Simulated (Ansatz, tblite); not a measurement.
Removing and adding an electron: GaH2(CN) (CH2GaN). The state is a singlet with charge 0. Geometry: PBE-D4/def2-TZVP. Ansatz, gas phase; energy differences of separate SCF runs; the oxidised species was run as a doublet alone; the reduced species was run as a doublet alone.

```tsv
atom	x (Å)	y (Å)	z (Å)
Ga1	0.146	0.541	-0.487
H2	-1.087	1.354	-0.993
H3	1.646	0.725	-0.877
C4	-0.237	-0.885	0.796
N5	-0.468	-1.736	1.561
```

The xTB rows come from tblite. Correlated methods freeze 11 core orbitals; core or outer-core shells of Ga are correlated, in sets that lack core-valence functions. In CCSD on the charge 1 doublet the largest single amplitude is 0.51, so its Hartree–Fock determinant may place the open shell otherwise than the density functionals do.

```csv
level,−HOMO (eV),vertical IE (eV),−LUMO (eV),vertical EA (eV),HOMO–LUMO gap (eV),remarks
HF/def2-TZVPD,–,–,–,0.30,–,–
r2SCAN-D4/def2-TZVP,8.26,11.28,3.27,–,4.99,–
r2SCAN-D4/def2-TZVPD,8.27,–,3.28,1.10,4.99,HOMO above zero (-1 doublet)
PBE0-D4/def2-TZVP,9.24,11.48,2.70,–,6.54,–
MP2/def2-TZVPD,–,–,–,0.64,–,–
CCSD/def2-TZVPD,–,–,–,0.77,–,–
CCSD(T)/def2-TZVPD,–,–,–,0.81,–,–
```

Estimate the rows for GFN1-xTB, GFN2-xTB, PBE-D4/def2-TZVP, PBE-D4/def2-TZVPD, PBE0-D4/def2-TZVPD, CCSD/def2-TZVPP, CCSD(T)/def2-TZVPP.


```tsv
level	−HOMO (eV)	vertical IE (eV)	−LUMO (eV)	vertical EA (eV)	HOMO–LUMO gap (eV)	remarks
GFN1-xTB	12.33	15.55	7.24	–	5.09	–
GFN2-xTB	11.56	14.99	7.43	–	4.12	–
PBE-D4/def2-TZVP	7.96	11.15	3.52	–	4.44	–
PBE-D4/def2-TZVPD	7.98	–	3.54	1.01	4.44	HOMO above zero (-1 doublet)
PBE0-D4/def2-TZVPD	9.25	–	2.71	0.98	6.54	HOMO above zero (-1 doublet)
CCSD/def2-TZVPP	–	12.00	–	–	–	large T1 (0.078) (+1 doublet)
CCSD(T)/def2-TZVPP	–	12.03	–	–	–	large T1 (0.078) (+1 doublet)
```

Run but left out: HF/def2-TZVPP, MP2/def2-TZVPP (charge +1 doublet: a determinant that CCSD turns far, T1 0.078).   A HOMO above zero means that the electron is unbound at that level or that self-interaction error raises the level; the energy of removing that electron tells which. Raw xTB energy differences between charge states are shifted by several eV; the methods need an empirical correction for them.
